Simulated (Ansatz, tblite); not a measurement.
Isomers of Li₆Al₄⁻ (doublet), found by a short tight-binding search and relaxed with PBE-D4/def2-SVPD in Ansatz.

The xTB rows come from tblite.

Run but left out: HF/def2-SVPD, HF/def2-TZVPD, B2PLYP/def2-TZVPD, MP2/def2-SVPD, MP2/def2-TZVPD, CCSD/def2-SVPD, CCSD(T)/def2-SVPD (A: ⟨S²⟩ 0.99 to 2.18, where a pure state has 0.75).

A: At r2SCAN-D4/def2-TZVPD the charge -1 doublet is spin-contaminated (final ⟨S²⟩ up to 0.87, 0.75 for a pure state). B: At LDA (SPW92)/def2-TZVPD, PBE-D4/def2-TZVPD, r2SCAN-D4/def2-TZVPD the highest occupied level of the charge -1 doublet lies above zero (up to 0.03 eV). It is a level of α spin, whose loss leaves a singlet; that state wasn't run at this geometry and level. The electron is either unbound and held by the finite basis, or the level is raised by self-interaction error.

Other spin states weren't relaxed.

A:

```xyz
10

Al   -0.0206   -0.6367    1.3832
Al   -1.2149    1.2891   -0.4395
Al    1.0781    1.7352    1.2872
Al    1.3374    1.3482   -1.2669
Li   -2.2380   -1.1448   -0.1777
Li   -1.5357    1.4540    2.1825
Li    2.6307   -0.4331    0.5808
Li   -0.7918    0.7877   -2.9607
Li    0.2778   -3.1536    0.7589
Li    0.4771   -1.2459   -1.3478
```

B:

Cartesian coordinates in Å:
```
Al 1.097 -0.629 1.409
Al -0.609 -2.080 -0.014
Al -1.878 0.248 0.035
Al 0.686 0.618 -1.083
Li 2.661 1.323 0.475
Li -1.415 -1.013 2.421
Li 1.948 -1.796 -1.015
Li -1.166 2.449 -1.297
Li -0.184 1.756 1.515
Li -1.140 -0.877 -2.446
```

Task: Estimate their order by electronic energy at PBE0-D4/def2-TZVPD, counted from the lowest.

Result: B (0.00) < A (0.49), in eV.

Task: Do the other levels pick the same lowest one?

Result: Not GFN1-xTB. Energies above each level's lowest (eV):

| level | A | B |
| --- | --- | --- |
| GFN1-xTB | 0.00 | 0.77 |
| LDA (SPW92)/def2-TZVPD | 0.46 | 0.00 |
| PBE-D4/def2-TZVPD | 0.46 | 0.00 |
| r2SCAN-D4/def2-TZVPD | 0.48 | 0.00 |
| PBE0-D4/def2-TZVPD | 0.49 | 0.00 |
Point groups (tolerance 0.1 Å): A not assigned, B Cs. Lower isomers may exist.
